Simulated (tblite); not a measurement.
Calculated harmonic vibrations of the isolated species, GFN2-xTB (tblite), most abundant isotopes, no scaling. The method is semi-empirical: single wavenumbers can be off by several per cent or more. Modes of hydrogen on silicon can be 10 to 20 % off. One conformer each. Open shells enter through the occupations alone, without spin polarisation, and single modes of such species can be off by tens of per cent. Thermal functions are those of the rigid rotor and harmonic oscillator, without mixing of conformers.

Question: Order these by their heat capacity Cp at 298.15 K, highest first (J/(mol K)).
A. `CCC1=C(C)ON[CH]1` [radical]
B. `[CH2][C@@]1(C=C)C[C@H]1C=O` [radical]
C. `CO[Si@@H]1CC[C@@H]1F`
D. `C=[C]CC(=O)N(C)C` [radical]
E. `C(=C)C1[C@@H]([O])CCC=1` [radical]

Answer: D (152.5), B (146.6), A (143.7), C (137.8), E (132.2).

```json
{"SMILES": "C=[C]CC(=O)N(C)C", "atoms": "18", "mass (u)": "112.08", "symmetry number": "1", "modes under 300 cm⁻¹": "8", "ZPE (kJ/mol)": "381.6", "S translation (J/(mol K))": "167.7", "S rotation": "118.4", "S vibration": "121.3", "S spin": "5.8", "S": "413.2", "Cp": "152.5"}
{"SMILES": "[CH2][C@@]1(C=C)C[C@H]1C=O", "atoms": "17", "mass (u)": "109.07", "symmetry number": "1", "modes under 300 cm⁻¹": "6", "ZPE (kJ/mol)": "351.1", "S translation (J/(mol K))": "167.4", "S rotation": "117.6", "S vibration": "91.9", "S spin": "5.8", "S": "382.7", "Cp": "146.6"}
{"SMILES": "CCC1=C(C)ON[CH]1", "atoms": "18", "mass (u)": "112.08", "symmetry number": "1", "modes under 300 cm⁻¹": "6", "ZPE (kJ/mol)": "389.5", "S translation (J/(mol K))": "167.7", "S rotation": "118.3", "S vibration": "106.3", "S spin": "5.8", "S": "398.1", "Cp": "143.7"}
{"SMILES": "CO[Si@@H]1CC[C@@H]1F", "atoms": "16", "mass (u)": "120.04", "symmetry number": "1", "modes under 300 cm⁻¹": "6", "ZPE (kJ/mol)": "324.2", "S translation (J/(mol K))": "168.6", "S rotation": "118.2", "S vibration": "112.7", "S spin": "0.0", "S": "399.5", "Cp": "137.8"}
{"SMILES": "C=CC1=CCC[C@@H]1[O]", "atoms": "17", "mass (u)": "109.07", "symmetry number": "1", "modes under 300 cm⁻¹": "4", "ZPE (kJ/mol)": "357.0", "S translation (J/(mol K))": "167.4", "S rotation": "116.9", "S vibration": "69.3", "S spin": "5.8", "S": "359.3", "Cp": "132.2"}
```

Entropies and Cp are for 298.15 K and 1 bar.
